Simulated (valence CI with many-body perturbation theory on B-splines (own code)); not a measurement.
Hg XLVIII in three bases

Calculated by valence CI with perturbative core correlation (CI+MBPT): five valence electrons over a frozen Dirac-Fock core [Ar] 3d10, a basis of 9 s, 9 p, 8 d, 6 f, 3 g, 1 h functions for each j, with the one-electron correlation potential Σ1, the two-electron term Σ2, the three-electron term Σ3, Breit, model QED; selected CI, second order for the rest, scaled by the run's own slope (own B-spline code, finite nucleus).

The last digits are not significant, and no measured levels were compared; by estimate large intervals hold to a few tenths of a per cent, small ones and those within an open d or f shell to about a per cent. Among the levels kept, up to 680 cm⁻¹ of a level comes from second order outside the variational space, and about a tenth of that is noise between levels of different J, which matters for small intervals.

The reference run has the lowest level (4s^2 4p1/2^2 4p3/2) J=3/2 and an ionisation energy of 2540.50 eV. Its largest variational space holds 20000 state functions.

Levels are named by their leading jj configuration (3d3/2^4 stands for four electrons in 3d with j = 3/2), which in mixed levels can hold well under half, so a name can repeat and another be missing. Letters in brackets count levels of one name in rising energy.

Changed runs:
A. basis 6 s, 6 p, 5 d, 3 f, 1 g
B. basis 5 s, 5 p, 4 d, 2 f

Excitation energies of the reference run in cm⁻¹, and shifts in cm⁻¹:

```tsv
Level	Reference	A	B
(4s^2 4p1/2 4p3/2^2) J=3/2	1113310	-173	-608
(4s^2 4p1/2 4p3/2^2) J=5/2	1162400	-20	-24
(4s^2 4p1/2 4p3/2^2) J=1/2	1224600	+38	+213
(4s^2 4p1/2^2 4d3/2) J=3/2	1416270	+174	+897
(4s^2 4p1/2^2 4d5/2) J=5/2	1718370	+190	+885
(4s 4p1/2^2 4p3/2^2) J=5/2	2039720	-109	-339
(4s 4p1/2^2 4p3/2^2) J=1/2	2169800	-2.1	+76
(4s 4p1/2^2 4p3/2^2) J=3/2	2185890	-8.2	+60
(4s^2 4p3/2^3) J=3/2	2346880	-104	-273
(4s^2 4p1/2 4p3/2 4d3/2) J=5/2 [a]	2522410	-2.8	+171
(4s^2 4p1/2 4p3/2 4d3/2) J=3/2 [a]	2527460	-49	+15
(4s^2 4p1/2 4p3/2 4d3/2) J=1/2 [a]	2528980	-76	-82
Ionisation energy (eV)	2540.50	-0.05	-0.18
```
